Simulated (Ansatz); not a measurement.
Ansatz results at the PBE0-D4/def2-TZVP geometry: LUMO energy (B3LYP/def2-TZVPP) 0.31 eV; HOMO–LUMO gap (ωB97M-V/def2-TZVPP) 12.08 eV; size of the dipole moment (ωB97M-V/def2-TZVPP) 5.22 D.

Problem. Which molecule gave them?
A. `C[P+](C)(C)[Ag-][OH]`
B. `F[P+](F)(F)[Au-][N]([SiH3])[SiH3]`
C. `[BH3-][P+](C)(C)C`
D. `[NH2][Cu-][P+](F)(F)F`

Solution. C. The others give `[NH2][Cu-][P+](F)(F)F`: -1.64, 8.66, 2.34; `F[P+](F)(F)[Au-][N]([SiH3])[SiH3]`: -1.89, 9.03, 4.01; `C[P+](C)(C)[Ag-][OH]`: -0.35, 9.57, 8.16.

B3LYP here is the variant with VWN-RPA as its local correlation; programs differ in this.
